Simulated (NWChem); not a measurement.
Program: NWChem. System: silylarsine (H5AsSi), charge 0, spin multiplicity 1, at a geometry optimised with B3LYP/def2-SVP. Level: MP2/STO-3G, 14 core orbitals frozen.

Input file:

```
start mol
memory heap 200 mb stack 900 mb global 1100 mb
geometry units angstroms nocenter noautoz
  Si     1.556857    -0.299920     0.000000
  As    -0.782922     0.210597     0.000000
  H      2.168629     0.316780     1.213199
  H      2.168629     0.316780    -1.213199
  H      1.847284    -1.763346     0.000000
  H     -1.072058    -0.810518     1.103552
  H     -1.072058    -0.810518    -1.103552
  symmetry group Cs
end
basis spherical
  * library sto-3g
end
scf
  rhf
  nopen 0
  maxiter 100
  thresh 1e-7
  semidirect memsize 60000000 filesize 0
end
mp2
  freeze core 14
end
task mp2 energy
```

Output (cleaned and shortened):

```
             Northwest Computational Chemistry Package (NWChem) 7.3.0
             --------------------------------------------------------

                                NWChem Input Module
                                -------------------

 Scaling coordinates for geometry "geometry" by  1.889725989
 (inverse scale =  0.529177249)

 Turning off AUTOSYM since
 SYMMETRY directive was detected!

                             Geometry "geometry" -> ""
                             -------------------------

 Output coordinates in angstroms (scale by  1.889725989 to convert to a.u.)

  No.       Tag          Charge          X              Y              Z
 ---- ---------------- ---------- -------------- -------------- --------------
    1 Si                  14.0000     1.55685700    -0.29992000     0.00000000
    2 As                  33.0000    -0.78292200     0.21059700     0.00000000
    3 H                    1.0000     2.16862900     0.31678000     1.21319900
    4 H                    1.0000     2.16862900     0.31678000    -1.21319900
    5 H                    1.0000     1.84728400    -1.76334600     0.00000000
    6 H                    1.0000    -1.07205800    -0.81051800     1.10355200
    7 H                    1.0000    -1.07205800    -0.81051800    -1.10355200

 Effective nuclear repulsion energy (a.u.)     162.9399506602

            Nuclear Dipole moment (a.u.)
            ----------------------------
        X                 Y               Z
 ---------------- ---------------- ----------------
    -0.0000037795    -0.0000018897     0.0000000000

      Symmetry information
      --------------------

 Group name             Cs
 Group number              2
 Group order               2
 No. of unique centers     5

      Symmetry unique atoms

     1    2    3    5    6


 Summary of "ao basis" -> "" (spherical)
 ------------------------------------------------------------------------------
       Tag                 Description            Shells   Functions and Types
 ---------------- ------------------------------  ------  ---------------------
 *                           sto-3g                   on all atoms
[...]
     1   1 0 0      0.211929      0.000000     -0.000004
     1   0 1 0     -0.373118      0.000000     -0.000002
     1   0 0 1      0.000000      0.000000      0.000000

     2   2 0 0    -24.228407      0.000000    247.396682
     2   1 1 0      0.796727      0.000000    -43.294617
     2   1 0 1     -0.000000      0.000000      0.000000
     2   0 2 0    -24.312398      0.000000     26.236186
     2   0 1 1     -0.000000      0.000000      0.000000
     2   0 0 2    -23.309334      0.000000     19.210032

                   NWChem MP2 Semi-direct Energy/Gradient Module
                   ---------------------------------------------

  Basis functions       =     32
  Molecular orbitals    =     32
  Frozen core           =     14
  Frozen virtuals       =      0
  Active alpha occupied =     12
  Active beta occupied  =     12
  Active alpha virtual  =      6
  Active beta virtual   =      6
  Use MO symmetry       = T
  Use skeleton AO sym   = T

  AO/Fock/Back tols     =   1.0D-09  1.0D-09  1.0D-09

 GA uses MA = F    GA memory limited = T

 Available:
  local mem=  1.26D+08
 global mem=  1.44D+08
 local disk=  0.00D+00
  mp2_memr nvloc                     6
  nvloc new                     6
   1 passes of  12:        3145728                       3924                    122733.
   1 passes of  12: M    126155046           G      144177152           F     123009318.

 Semi-direct pass number   1 of   1  for RHF alpha+beta  at        0.3s
  vrange nnbf                   494
  mp2_eaftype                    10  avail_ma_in_mb                  1099
 EAF : mp2_eaftype filesize          10      61367.
  mp2_eaf for mointskh                     10
Node 0 wrote      0.3 Mb in      0.0 s     Agg I/O rate:  1215.8 Mb/s
 Done moints_semi at        0.7s
  mp2_eaftype                    10  avail_ma_in_mb                  1089
 EAF : mp2_eaftype filesize          10      61367.
  mp2_eaf for kh                    10
 Done maket at        0.7s
 Done multipass loop at        0.7s

          -------------------------------------------
          SCF energy               -2497.798147773976
          Correlation energy          -0.076545726956
          Singlet pairs               -0.073076156308
          Triplet pairs               -0.003469570649
          Total MP2 energy         -2497.874693500932
          -------------------------------------------

          ---------------------------------------------------
                    Spin Component Scaled (SCS) MP2
          Same spin pairs                     -0.002313047099
          Same spin scaling factor             0.333333333333
          Opposite spin pairs                 -0.074232679857
          Opposite spin scaling fact.          1.200000000000
          SCS-MP2 correlation energy          -0.089850231528
          Total SCS-MP2 energy             -2497.887998005504
          ---------------------------------------------------

 -----------------------
 Performance information
 -----------------------

 Timer overhead =  2.19D-07 seconds/call

               Nr. of calls         CPU time (s)                 Wall time (s)                GFlops
             ---------------    -------------------     ------------------------------   -------------------
Name         Min   Avg   Max    Min     Avg     Max     Min     Avg     Max   Mx/calls   Min     Max     Sum
mp2: moin     1     1     1   0.43    0.43    0.43     0.43    0.43    0.43    0.43      0.0     0.0     0.0
mp2: make     1     1     1   2.16E-3 2.16E-3 2.16E-3  2.16E-3 2.16E-3 2.16E-3 2.16E-3   0.0     0.0     0.0
mp2: tota     1     1     1   0.45    0.45    0.45     0.45    0.45    0.45    0.45      0.0     0.0     0.0

 The average no. of pstat calls per process was 3.00D+00
 with a timing overhead of 6.58D-07s

 Task  times  cpu:        0.7s     wall:        0.7s

 Total times  cpu:        0.7s     wall:        0.7s
```
